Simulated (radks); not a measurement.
Excited configurations of neutral potassium: one electron is placed in a higher orbital outside [Ar]. The ground configuration is [Ar] 4s1. Method: Dirac Kohn-Sham, PBEsol, spin-unpolarised, spherical densities, finite nucleus; open shells fill j = l - 1/2 first; Fermi nuclear charge, rms radius 3.4349 fm; computed with a radial shooting solver on a logarithmic mesh with Libxc functionals. Excitation = E - E(ground); binding = E(ion) - E, where the ion is the core of charge +1; n* = 1/sqrt(2 binding) in atomic units, and the quantum defect is n - n*.

| outer orbital | excitation (eV) | binding (eV) | n* | quantum defect | eigenvalue (eV) | <r> (bohr) |
|---|---|---|---|---|---|---|
| 3d3/2 | 2.408 | 1.809 | 2.742 | 0.258 | -0.627 | 8.336 |
| 5s1/2 | 2.325 | 1.892 | 2.681 | 2.319 | -1.126 | 11.33 |
| 5d3/2 | 3.393 | 0.824 | 4.064 | 0.936 | -0.486 | 23.82 |
| 6s1/2 | 3.146 | 1.071 | 3.564 | 2.436 | -0.674 | 20.34 |
| 6p1/2 | 3.349 | 0.868 | 3.960 | 2.040 | -0.541 | 24.49 |
| 6d3/2 | 3.652 | 0.565 | 4.906 | 1.094 | -0.357 | 36.74 |
| 7s1/2 | 3.526 | 0.691 | 4.437 | 2.563 | -0.452 | 32.10 |
| 7d3/2 | 3.806 | 0.411 | 5.751 | 1.249 | -0.271 | 52.63 |

The Delta-SCF ionisation energy is 4.217 eV (NIST Atomic Spectra Database: 4.341 eV, measured). Self-interaction in the functional shifts the binding energies and quantum defects, so they are the method's values and not measured ones. Spin polarisation and multiplet splitting are left out, so open shells lie too high by an amount that depends on their filling.

Beside tabulated values, note that spin-unpolarised runs miss the spin-polarisation part of the exchange energy of open shells.
